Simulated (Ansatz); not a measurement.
`[BH2][GeH2][Cl]` + `CCF` → `BC(C)F` + `[Cl][GeH3]` at 298.15 K and 1 bar (formal exchange of groups at a B–Ge bond).

Program: Ansatz. Geometries: PBE0-D4/def2-TZVP. ΔE: electronic, gas phase. CCSD(T)/CBS is the MP2 limit (def2-TZVPP, def2-QZVPP) plus CCSD(T) − MP2 in def2-TZVPP, frozen cores. For Ge outer-core shells are correlated without core-valence functions, which leaves a few kJ/mol of doubt a bond. Scalar relativity is left out up to krypton.

```csv
species,CCSD(T)/CBS energy (Eh),H − E (kJ/mol),S (J/(mol·K))
`[BH2][GeH2][Cl]`,-2563.08808,113.5,317.1
`CCF`,-178.90141,191.2,263.6
`BC(C)F`,-204.26990,220.5,299.5
`[Cl][GeH3]`,-2537.71925,76.4,263.9
```

H − E and S are ideal-gas, rigid-rotor, harmonic terms from PBE0-D4/def2-TZVP, for one conformer and one mirror image of each species. 1 Eh = 2625.50 kJ/mol, R = 8.31446 J/(mol·K).

Problem. By hand: ΔE, ΔH, ΔS and ΔG.

Solution. ΔE = (-204.26990) + (-2537.71925) − (-2563.08808) − (-178.90141) = 0.00034 Eh = 0.9 kJ/mol. Δ(H − E) = 220.5 + 76.4 − 113.5 − 191.2 = -7.8, so ΔH = -6.9 kJ/mol. ΔS = 299.5 + 263.9 − 317.1 − 263.6 = -17.3 J/(mol·K). ΔG = -6.9 − 298.15 × (-17.3)/1000 = -1.7 kJ/mol.

Problem. By hand: the equilibrium constant, and the temperature at which ΔG would vanish if ΔH and ΔS stayed fixed.

Solution. log₁₀ K = −ΔG/(RT ln 10) = 0.3. ΔG = 0 at ΔH/ΔS = 399 K, though so small a ΔH makes that figure unsure.

TΔS isn't small against ΔH here. The sign of ΔG lies within the doubt. A doubt of 5 kJ/mol in ΔE shifts log₁₀ K by 0.9 here. Other conformers and mirror images would add mixing entropy, several J/(mol·K) or more a flexible species. These are equilibria of isolated gas molecules and say nothing of rates. Largest T1 diagnostic: 0.011 (customary marks: 0.02 for closed shells, 0.045 for open ones).
